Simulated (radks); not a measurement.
Polarisability of the rhodium ion Rh3+, [Kr] 4d6, at imaginary frequency. Method: non-relativistic Kohn-Sham, LDA (Slater exchange, VWN5 correlation), spin-unpolarised, spherical densities, point nucleus; relativity is left out, which matters for an element this heavy; computed with a radial shooting solver on a logarithmic mesh with Libxc functionals. Response by self-consistent Sternheimer equations with the Hartree and adiabatic LDA kernel.

w (hartree),alpha1(iw) (bohr^3)
0.00266,4.703
0.0143,4.702
0.0360,4.697
0.0697,4.681
0.118,4.641
0.186,4.555
0.280,4.388
0.413,4.098
0.605,3.645
0.892,3.022
1.35,2.256
2.12,1.436
3.59,0.7199
6.94,0.2629
17.5,0.06265

Static values: alpha1 = 4.703 bohr^3 (0.6969 angstrom^3; uncoupled 6.901). C6 = 21.54, triple-dipole C9 = 71.05 atomic units. One-pole (London) frequency 4 C6 / (3 alpha1^2) = 1.299 hartree, against 1.478 for minus the highest occupied eigenvalue. The dipole shielding factor is 0.934, as the force sum rule N/Z = 0.933 demands.
